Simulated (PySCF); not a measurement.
AsH4Si, SMILES [SiH2][AsH2], multiplicity 2.

Geometry optimised at B3LYP-D3(BJ)/def2-TZVP. The isomer is the one that the SMILES or the coordinates give; other isomers of the formula were not compared.

Method: PySCF with B3LYP/def2-TZVPD.

Isolated molecule, no solvent.

Computed frontier levels, dipole moment and polarisability:
- α spin, highest occupied and lowest empty level = -5.78 and -0.41 eV
- β spin, highest occupied and lowest empty level = -7.58 and -3.08 eV
- dipole moment = 0.37 D
- quadrupole, principal values (traceless, Buckingham form, about the centre of nuclear charge) = -1.72, 0.09, 1.64 D·Å
- mean static polarisability = 71.1 bohr³ (10.54 Å³)
- polarisability, principal values = 59.6, 60.3, 93.5 bohr³
- ⟨S²⟩ = 0.753 (pure state 0.75)
